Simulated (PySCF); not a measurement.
**Question.** Write Cartesian coordinates for `O=C1C=[C]SC=C1` [radical] as optimised with GFN2-xTB. (Doublet state.)

**Answer.** 
```
atom  x, y, z in Å
O1    -1.3794   -1.6162   -0.9006
C2    -0.7350   -0.7256   -0.3836
C3    -1.3922    0.2893    0.4751
C4    -0.7564    1.2773    1.0634
S5     0.8798    1.6640    1.0254
C6     1.4591    0.3948    0.0004
C7     0.7013   -0.5652   -0.5461
H8    -2.4574    0.1502    0.5826
H9     2.5238    0.4494   -0.1641
H10    1.1652   -1.3134   -1.1750
```

Orientation and origin are arbitrary. Atoms count from 1 in this order. C7 (carbon bonded to 2 C and H) is planar (angles 126.3°, 119.4° and 114.3°, sum 360.0°, 0.00 Å off the plane of its three neighbours). C6 (carbon bonded to C, S and H) is planar (angles 125.3°, 122.2° and 112.5°, sum 360.0°, 0.00 Å off the plane of its three neighbours). The 4 C–C bonds span 1.314 Å (C3=C4, drawn double) to 1.483 Å (C2–C3, drawn single), a spread of 0.169 Å. S5 (sulfur bonded to 2 C) is bent (angle 99.8°).

Bonds between heavy atoms (Å): O1=C2 1.215, C2–C3 1.483, C3=C4 1.314, C4–S5 1.682, S5–C6 1.731, C6=C7 1.340, C2–C7 1.454.

The geometry is computed with GFN2-xTB (gas phase). This method treats the open shell by occupation alone, without spin polarisation.

Point group: Cs (tolerance 0.08 Å). Whether it is a minimum is left open (no frequencies). Torsions: O1–C2–C3–C4 180°, C3–C4–S5–C6 0°, C4–S5–C6–C7 0°, O1–C2–C7–C6 180°.

One conformer stands for the species.
